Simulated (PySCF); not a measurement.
Assigning NMR signals

Structure with atom numbers: `[CH3:1][c:2]1[n:3][cH:4][n:5][n:6]1[Si:7]([CH3:8])([CH3:9])[CH3:10]`. Each H is labelled by its parent atom.

PySCF calculation with NMR shieldings at PBE0/pcSseg-1/GIAO and geometry: GFN2-xTB; a single conformation, equivalent nuclei averaged, non-relativistic, no solvent.

References, each an isolated molecule treated in the same way: $^{13}$C and $^{1}$H vs TMS.

Q: Assign these signals to the numbered atoms. $^{13}$C{$^{1}$H} NMR (computed): δ 162.4, 156.9, 15.9, 0.4.

A: 
| δ (ppm) | atoms | environment | reason |
| --- | --- | --- | --- |
| 162.4 | C2 | substituted aromatic carbon next to a ring nitrogen | – |
| 156.9 | C4 | aromatic CH between two ring heteroatoms | – |
| 15.9 | C1 | methyl carbon on an aromatic ring | a saturated carbon with 1 carbon neighbour and no heteroatom attached |
| 0.4 | C8/C9/C10 | methyl carbon bonded to Si | an electropositive neighbour leaves it electron-rich and shielded |

Q: Assign these signals to the numbered atoms. $^{1}$H NMR (600 MHz, computed): δ 7.80 (s, 1H), 2.58 (s, 3H), 0.46 (s, 9H).

A: 
```tsv
δ (ppm)	atoms	environment	reason
7.80	H(C4)	hydrogen on an aromatic CH between two ring heteroatoms	the ring current deshields protons in the ring plane
2.58	H(C1)	hydrogen on a methyl carbon on an aromatic ring	benzylic-type position, deshielded by the ring
0.46	H(C8)/H(C9)/H(C10)	hydrogen on a methyl carbon bonded to Si	an electropositive neighbour shields it, as in TMS itself
```

Shifts are as computed. Against solution values, carbons near 30 ppm lie about +3 ppm off and those near 130 ppm about +5 ppm. Of 1211 compounds with measured shifts, 218 miss one by over three times the rms of a fit or turn the order of signals round; such compounds aren't used in these exercises. No couplings were computed; multiplicities are counted from neighbouring protons, with m where these are inequivalent, close in shift, in a saturated or five-membered ring or joined by F or P, and br s for small geminal =CH2 splittings.
